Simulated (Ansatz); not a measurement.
Geometry optimisation, Ansatz, RKS PBE/6-31G*.

Input:

```yaml
crystal:
  periodic: [false, false, false]
  atoms:
    - { symbol: B, position_ang: [0.014012, -0.407536, -0.010297] }
    - { symbol: F, position_ang: [-0.082448, -1.006426, 1.168545] }
    - { symbol: Cl, position_ang: [1.563392, -0.478275, -0.877633] }
    - { symbol: H, position_ang: [-0.950556, 0.050549, -0.550286] }
    - { symbol: Si, position_ang: [0.501775, 2.519915, 1.07021] }
    - { symbol: H, position_ang: [1.772883, 2.764444, 1.825703] }
    - { symbol: H, position_ang: [0.70722, 2.752129, -0.389867] }
    - { symbol: H, position_ang: [-0.59046, 3.404905, 1.592979] }
    - { symbol: H, position_ang: [0.115479, 1.114195, 1.293147] }
basis:
  gaussian: { orbitals: "6-31G*" }
hamiltonian:
  xc: pbe
relax:
  f_tol: 0.03
  max_steps: 50
```

Command:

```bash
$ ansatz run input.yaml --threads 1 --pin off --max-ram 2048MiB --backend cpu --events-out ev --progress --plain --runs-dir out
```

Where does it end, and by what steps?

The forces met the threshold. The force dipped under the threshold on the way, but the program's further checks kept it going. After 19 steps the energy has fallen by 0.191 eV; H4 moved furthest, 0.62 Å.

```csv
step,energy less start (eV),largest force component (eV/Å),accepted
0,0.0000,0.620,yes
1,-0.0870,0.571,yes
2,-0.1011,0.856,yes
3,-0.1269,1.025,yes
4,-0.1651,1.056,yes
5,-0.1865,0.103,yes
6,-0.1880,0.067,yes
7,-0.1893,0.095,yes
8,-0.1901,0.029,yes
9,-0.1831,0.625,no
10,-0.1894,0.179,no
11,-0.1894,0.129,no
12,-0.1903,0.030,yes
13,-0.1905,0.113,yes
14,-0.1908,0.060,yes
15,-0.1910,0.004,yes
16,-0.1912,0.026,yes
17,-0.1895,0.131,no
18,-0.1912,0.063,yes
19,-0.1914,0.003,yes
```

```xyz
9
Properties=species:S:1:pos:R:3
B -0.026 -0.916 -0.224
F -0.178 -1.404 0.998
Cl 1.580 -0.900 -0.949
H -0.969 -0.500 -0.836
Si 0.531 2.890 1.226
H 1.883 3.075 1.843
H 0.619 3.094 -0.255
H -0.434 3.874 1.813
H 0.046 1.499 1.507
```

Whether the end is a true minimum wasn't checked by a vibrational analysis.

Run time: 53 s on 1 thread of Intel(R) Xeon(R) Platinum 8259CL CPU @ 2.50GHz (Skylake/Cascade Lake), with other jobs on the host, peak memory 0.17 GiB.
